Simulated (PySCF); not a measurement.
PySCF 2.14 output of an unrestricted B2PLYP calculation on a single atom or ion in aug-cc-pV(Q+d)Z with one added diffuse shell each of s, p, d, f, g type (8s7p6d4f3g, 114 functions), with no relativity, point nucleus:

```
SCF conv_tol = 1e-09
number electrons alpha = 9  beta = 7
    A. D. Becke.,  Phys. Rev. A 38, 3098 (1988)
    C. Lee, W. Yang, and R. G. Parr.,  Phys. Rev. B 37, 785 (1988)
    B. Miehlich, A. Savin, H. Stoll, and H. Preuss.,  Chem. Phys. Lett. 157, 200 (1989)
cycle= 1 E= -397.564651970692  delta_E= -0.00544  |g|= 0.0181  |ddm|= 0.838
cycle= 2 E= -397.564973849467  delta_E= -0.000322  |g|= 0.00632  |ddm|= 0.0575
cycle= 3 E= -397.565018190769  delta_E= -4.43e-05  |g|= 0.00299  |ddm|= 0.0446
cycle= 4 E= -397.565025918791  delta_E= -7.73e-06  |g|= 0.00057  |ddm|= 0.0123
cycle= 5 E= -397.565026464166  delta_E= -5.45e-07  |g|= 8.61e-05  |ddm|= 0.00278
cycle= 6 E= -397.565026475207  delta_E= -1.1e-08  |g|= 4.68e-06  |ddm|= 0.000522
cycle= 7 E= -397.565026475231  delta_E= -2.4e-11  |g|= 3.85e-07  |ddm|= 1.66e-05
converged SCF energy = -397.565026475231  <S^2> = 2.0168436  2S+1 = 3.0112081
```

The run itself started from symmetry-adapted Hartree-Fock orbitals and held the occupation by maximum overlap, on a logarithmic radial grid, so the iterations belong to that start.

Q: Which element, charge and spin multiplicity is this?

A: S (sulfur, neutral), multiplicity 3; the state was [Ne] 3s1 3p5, high-spin 3P determinant (an excited configuration). The SCF energy lacks the PT2 part of the double hybrid.
